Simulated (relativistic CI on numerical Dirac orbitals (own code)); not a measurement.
## Zr XIV: sensitivity of the levels to the model

Base calculation: Dirac-Coulomb-Breit CI, orbitals from a KLI potential per configuration, QED by a radiative potential, unscaled Slater integrals.

Configurations in the expansion (outside the closed core [Ne]): 3s²3p⁶3d⁹, 3s²3p⁵3d¹⁰, 3s3p⁶3d¹⁰, 3s²3p⁶3d⁸4s, 3s²3p⁶3d⁸4p, 3s²3p⁶3d⁸4d, 3s²3p⁶3d⁷4s², 3s²3p⁶3d⁷4s4p, 3s²3p⁶3d⁸4f, 3s²3p⁶3d⁸5s, 3s²3p⁶3d⁷4p², 3s²3p⁵3d⁹4s, 3s²3p⁶3d⁸5p, 3s²3p⁶3d⁷4s4d, 3s²3p⁶3d⁸5d, 3s²3p⁴3d¹⁰4s. Levels of other configurations are missing.

The lowest level and the first level of each name with at least 55 % of one term (blank where a level has no safe partner in the second run):

```
             Level  Base (cm⁻¹)  Shift (cm⁻¹)
   3s²3p⁶3d⁹ ²D5/2            0             0
   3s²3p⁶3d⁹ ²D3/2        20071        -20071
 3s²3p⁵3d¹⁰ ²P°3/2      1223942        -29467
 3s²3p⁵3d¹⁰ ²P°1/2      1337318       -142843
 3s²3p⁶3d⁸4s ⁴F9/2      1443803        +60054
 3s²3p⁶3d⁸4s ⁴F7/2      1451427        +52431
 3s²3p⁶3d⁸4s ⁴F5/2      1463887        +39970
 3s²3p⁶3d⁸4s ²F7/2      1467445        +49528
 3s²3p⁶3d⁸4s ⁴F3/2      1467963        +35894
 3s²3p⁶3d⁸4s ²F5/2      1476074        +40900
 3s²3p⁶3d⁸4s ⁴P5/2      1490901              
 3s²3p⁶3d⁸4s ⁴P1/2      1504508        +41916
 3s²3p⁶3d⁸4s ⁴P3/2      1506471        +39954
 3s²3p⁶3d⁸4s ²D5/2      1512397              
 3s²3p⁶3d⁸4s ²P1/2      1518512        +41536
 3s²3p⁶3d⁸4s ²P3/2      1518635        +41414
 3s²3p⁶3d⁸4s ²G9/2      1522775        +46035
 3s²3p⁶3d⁸4s ²G7/2      1522996        +45814
 3s²3p⁶3d⁸4s ²S1/2      1603330        +40608
3s²3p⁶3d⁸4p ⁴D°7/2      1657169        +45465
3s²3p⁶3d⁸4p ⁴D°5/2      1676275        +26358
3s²3p⁶3d⁸4p ⁴G°7/2      1681259        +31825
```

At this charge energies of transitions that change n are usually good to better than 1 %, and those within a shell (Δn = 0) to a few per cent.

(1) One thing was changed in a second run, which moved the levels as shown. Which?
A. configuration mixing switched off
B. non-relativistic limit
C. Breit term removed
D. QED terms removed
E. one mean potential for all configurations

## Answers

(1) B. Non-relativistic limit. Without relativity the fine structure collapses and s electrons lose their extra binding.

LS names give the leading component of a level, which can be under half, so a name can repeat, a term be missing and a line seem to break the LS rules.
